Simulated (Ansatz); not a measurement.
Total energies of C2H5AlF2, SMILES `C[CH2][Al]([F])[F]`.

```xyz
10

C     1.226   -0.124   -0.506
C    -0.153   -0.630   -0.085
Al   -1.344    0.692    0.682
F    -0.888    2.256    0.907
F    -2.874    0.306    1.148
H     1.837   -0.930   -0.924
H     1.777    0.299    0.336
H     1.157    0.659   -1.264
H    -0.676   -1.084   -0.936
H    -0.061   -1.444    0.644
```

Total charge 0; spin multiplicity 1. The geometry is a stationary point of PBE0-D4/def2-TZVP. It is one conformer, not always the lowest. Basis def2-TZVPP, the Gaussian-basis code of Ansatz.

RPA on PBE orbitals: Hartree–Fock energy of these orbitals -519.68268 Eh, correlation -1.46601 Eh (frozen core).

```json
{"functional": "PBE", "kind": "GGA", "energy without D4 (Eh)": "-521.18795", "D4 term (kJ/mol)": "-15.9"}
{"functional": "r2SCAN", "kind": "meta-GGA", "energy without D4 (Eh)": "-521.47360", "D4 term (kJ/mol)": "-3.9"}
{"functional": "B3LYP", "kind": "global hybrid, 20 %", "energy without D4 (Eh)": "-521.66205", "D4 term (kJ/mol)": "-25.6"}
{"functional": "r2SCANh", "kind": "meta-GGA hybrid, 10 %", "energy without D4 (Eh)": "-521.45821", "D4 term (kJ/mol)": "-4.2"}
{"functional": "HSE06 (plane-wave form)", "kind": "screened hybrid", "energy without D4 (Eh)": "-521.20620", "D4 term (kJ/mol)": "-12.5"}
{"functional": "BHLYP", "kind": "global hybrid, 50 %", "energy without D4 (Eh)": "-521.51386", "D4 term (kJ/mol)": "-19.4"}
{"functional": "CAM-B3LYP", "kind": "range-separated hybrid", "energy without D4 (Eh)": "-521.55055", "D4 term (kJ/mol)": "-13.6"}
{"functional": "ωB97M-V", "kind": "range-separated hybrid meta-GGA with VV10", "energy without D4 (Eh)": "-521.52267", "D4 term (kJ/mol)": "–"}
{"functional": "B2PLYP", "kind": "double hybrid", "energy without D4 (Eh)": "-521.33964", "D4 term (kJ/mol)": "–"}
{"functional": "PBE-QIDH", "kind": "double hybrid", "energy without D4 (Eh)": "-521.10895", "D4 term (kJ/mol)": "–"}
```

Give the same for LDA (SPW92), revPBE, BLYP, B97M-V, PBE0, r2SCAN0, LC-ωPBE, ωB97X-V. (An estimate is asked.)

The calculation gave: 
```tsv
functional	kind	energy without D4 (Eh)	D4 term (kJ/mol)
LDA (SPW92)	LDA	-518.55158	–
revPBE	GGA	-521.47797	-49.6
BLYP	GGA	-521.57600	-35.1
B97M-V	meta-GGA with VV10	-521.50203	–
PBE0	global hybrid, 25 % exact exchange	-521.22539	-13.4
r2SCAN0	meta-GGA hybrid, 25 %	-521.43626	-4.6
LC-ωPBE	long-range corrected hybrid	-521.39350	–
ωB97X-V	range-separated hybrid GGA with VV10	-521.50047	–
```

B3LYP takes the VWN-RPA correlation (the form of Gaussian; ORCA's B3LYP/G). HSE06 is the plane-wave form, built on full-range PBE exchange. The double hybrids freeze the cores in their second-order part.

LC-ωPBE has ω = 0.4 bohr⁻¹.
